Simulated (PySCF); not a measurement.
# Dipole response of Cu²⁺ (copper, charge +2)

[Ar] 3d9, 2D determinant. All numbers are calculated (PySCF 2.14, the spin-free X2C one-electron Hamiltonian (Gaussian nucleus), in aug-cc-pwCVTZ-DK with one added diffuse shell each of s, p, d, f, g type (11s10p8d5f4g, 152 functions)). Coupled (time-dependent) response in atomic units; α is the mean over directions.

```csv
method,mean α (bohr³),"α xx, yy, zz",C₆ (like pair),S(−4)
PBE0,3.015,"2.899, 2.899, 3.247",8.252,4.442
```

S(−4) is the Cauchy moment in α(ω) = α(0) + S(−4) ω² + …

α(iu) at PBE0:

```tsv
u (hartree)	α(iu) (bohr³)
0	3.015
0.0500	3.004
0.100	2.972
0.200	2.854
0.300	2.690
0.500	2.327
0.750	1.934
1.00	1.633
1.50	1.220
2.00	0.9530
3.00	0.6327
5.00	0.3412
```

A single London oscillator, α(iu) = α/(1 + u²/ω²), gives C₆ = (3/4) ω α². Matching the computed C₆ needs ω = 4 × 8.252 / (3 × 3.015²) = 1.21 hartree.

For an ion, C₆ is the dispersion term alone; charge-induced terms of lower order in 1/R come first.

The components differ because the open shell of this determinant is not spherical; for a pure term their mean is the scalar polarisability.
